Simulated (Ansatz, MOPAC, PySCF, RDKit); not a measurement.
Dimer: CHN (SMILES C#N) (first 3 atoms) with C2H6O (SMILES COC); geometry from B3LYP-D3(BJ)/def2-TZVP, rigid monomers moved along the line of their centres of mass till H3···O5 is 3.50 Å.
(charge 0, multiplicity 1):
```xyz
12

C     -0.2934     0.1884    -0.3061
N     -0.3619     0.3099    -1.4448
H     -0.2267     0.0738     0.7655
C      0.2064    -1.5506     4.8710
O      0.0124    -0.2996     4.2380
C      0.0649     0.7929     5.1363
H     -0.5704    -1.7356     5.6217
H      1.1878    -1.5984     5.3565
H      0.1498    -2.3180     4.1009
H     -0.7177     0.7122     5.8992
H     -0.0934     1.7002     4.5558
H      1.0404     0.8480     5.6329
```

```tsv
level	interaction energy (meV)	cost
UFF	-11.3	-
AM1	-41.3	-
PM7	-51.6	-
HF/STO-3G (no counterpoise)	-44.6	-
HF/6-31G* (no counterpoise)	-95.0	-
PBE/def2-TZVPPD	-69.7	×1
r2SCAN/def2-TZVPPD	-70.2	×2
r2SCAN-D3(BJ)/def2-TZVPPD	-76.2	×2
r2SCAN-D4/def2-TZVPPD	-74.8	×2
B3LYP/6-31G*	-67.0	-
B3LYP/def2-TZVPPD	-68.8	×2
B3LYP-D3(BJ)/def2-TZVPPD	-79.3	×2
B3LYP-D4/def2-TZVPPD	-74.4	×2
PBE0-D4/def2-TZVPPD	-79.4	×2
M06-2X/6-31G* (no counterpoise)	-88.5	-
wB97X-V/def2-TZVPPD	-81.7	×3
wB97M-V/def2-TZVPPD	-80.4	×4
MP2/aug-cc-pVDZ	-79.6	-
CCSD/aug-cc-pVDZ	-78.4	-
CCSD(T)/aug-cc-pVDZ	-78.0	×20
```

The rows run from -95.0 (HF/6-31G* (no counterpoise)) to -11.3 meV (UFF). In aug-cc-pVDZ the value moves MP2 -79.6, CCSD -78.4, CCSD(T) -78.0, a shift of 1.6 from MP2 to CCSD(T). The dispersion term adds -6.0 in r2SCAN-D3(BJ), -4.6 in r2SCAN-D4, -10.5 in B3LYP-D3(BJ). The 5 functionals in def2-TZVPPD without D3 or D4 span 12.9, from wB97X-V to B3LYP.

Counterpoise-corrected where a basis set is named; no monomer relaxation. Rows marked so take none. RDKit's UFF carries no charges.

Frozen-core correlation. Rows in 6-31G*, STO-3G carry no dispersion term and start afresh at each structure (6-31G* with six Cartesian d functions). The state that AM1, PM7 reach isn't checked; PM7 holds dispersion and hydrogen-bond terms.

Codes used: Ansatz (Gaussian orbitals); MOPAC for AM1, PM7 (differences of heats of formation); PySCF for 6-31G* rows, STO-3G rows, the dispersion terms; RDKit for the force fields. 

Costs are rough ratios of core time to PBE/def2-TZVPPD (about 12 s over the structures, on one shared machine); a dash marks a level with no comparable run of its own.

Ansatz is a first-principles code.
